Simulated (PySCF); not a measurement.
# Tantalum: a sound run and one with changed settings

Sound run: Ta⁺ [Xe] 4f14 5d3 6s1, Ta²⁺ [Xe] 4f14 5d3. Computed with PySCF 2.14 in cc-pVTZ-PP with ECP60MDF (5s5p4d2f1g, 63 functions), with scalar relativity through the core potential. In the sound run the correlated levels freeze 5s2 5p6 outside the core potential. The sound run starts from symmetry-adapted Hartree-Fock orbitals and uses a fine grid where one is needed.

A second run was set up differently.

| species | method | sound run (hartree) | changed run (hartree) | converged |
| --- | --- | --- | --- | --- |
| Ta⁺ | UHF | -56.53431 | -56.53431 | yes |
| Ta⁺ | r2SCAN | -57.06385 | -57.06385 | yes |
| Ta⁺ | B3LYP | -57.04629 | -57.04629 | yes |
| Ta⁺ | MP2 | -56.56151 | -56.54487 | yes |
| Ta²⁺ | UHF | -56.01285 | -56.01285 | yes |
| Ta²⁺ | r2SCAN | -56.49559 | -56.49559 | yes |
| Ta²⁺ | B3LYP | -56.48515 | -56.48515 | yes |
| Ta²⁺ | MP2 | -56.02662 | -56.01897 | yes |

Ionisation energy of Ta⁺:

| method | sound run (eV) | changed run (eV) |
| --- | --- | --- |
| UHF | 14.190 | 14.190 |
| r2SCAN | 15.463 | 15.463 |
| B3LYP | 15.270 | 15.270 |
| MP2 | 14.555 | 14.310 |
| SCS-MP2 | 14.311 | 14.230 |

(1) What was changed?
A. angular grid far too coarse
B. a valence shell is frozen
C. level shift left on
D. radial grid too coarse

Results:

(1) C. It used initial guess atom, at most 50 SCF cycles, level shift 2.0 hartree. A level shift leaves the converged SCF energy unchanged but raises the virtual orbital energies, which shrinks MP2 if it is not removed.
